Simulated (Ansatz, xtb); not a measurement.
# Two isomers of C6H7BN2

Structure a: `Bc1cncc(C=C)n1`, a singlet. Structure b: `Bc1cnc(C=C)cn1`, a singlet. Both are isolated molecules in the gas phase, relaxed with PBE-D3(BJ)/def2-SVP; each stands in its lowest conformer found.

Task: Estimate which is lower in electronic energy at CCSD(T)/def2-SVP + ΔMP2/def2-TZVPP, and by roughly how much.

Result: CCSD(T)/def2-SVP + ΔMP2/def2-TZVPP gives E(b) − E(a) = −3.04 kJ/mol, slightly favouring structure b, which is too small a margin to settle the true order.

Level by level:

| level | geometry | E(b) − E(a) (kJ/mol) | departure from the last row (kJ/mol) | job, with rough time for the two |
| --- | --- | --- | --- | --- |
| GFN2-xTB | GFN2-xTB | −3.29 | −0.25 | optimisation, 0.14 s |
| HF/STO-3G | GFN2-xTB | −2.69 | +0.35 | single point, 0.76 s |
| r2SCAN-D4/def2-SVP | GFN2-xTB | −6.07 | −3.03 | single point, 10 s |
| PBE-D3(BJ)/def2-SVP | PBE-D3(BJ)/def2-SVP | −6.01 | −2.97 | optimisation, 44 s |
| HF/def2-SVP | PBE-D3(BJ)/def2-SVP | −4.21 | −1.17 | part of the CCSD(T) run |
| MP2/def2-SVP | PBE-D3(BJ)/def2-SVP | −2.63 | +0.41 | part of the CCSD(T) run |
| CCSD(T)/def2-SVP | PBE-D3(BJ)/def2-SVP | −3.01 | +0.02 | single point |
| CCSD(T)/def2-SVP + ΔMP2/def2-TZVPP | PBE-D3(BJ)/def2-SVP | −3.04 |  | single point, 5.5 min |

As drawn, both hold the same kinds of bond in the same numbers.

The largest departure from CCSD(T)/def2-SVP + ΔMP2/def2-TZVPP is that of r2SCAN-D4/def2-SVP, 3.03 kJ/mol. The last row adds to CCSD(T) the change of the MP2 difference between the two basis sets, here −0.02 kJ/mol.

With thermal terms from frequencies at re-optimised GFN2-xTB minima (ideal gas, soft modes damped towards free rotors, one conformer each, 298.15 K, 1 atm): the zero-point term adds +0.38 kJ/mol; ΔH is −2.86 and ΔG −1.64 kJ/mol.

The correlated steps freeze 9 core orbitals. Codes used: Ansatz 0.2.0, xtb 6.7.1; the last row on 2 threads of Arm Neoverse V2 on a shared host.
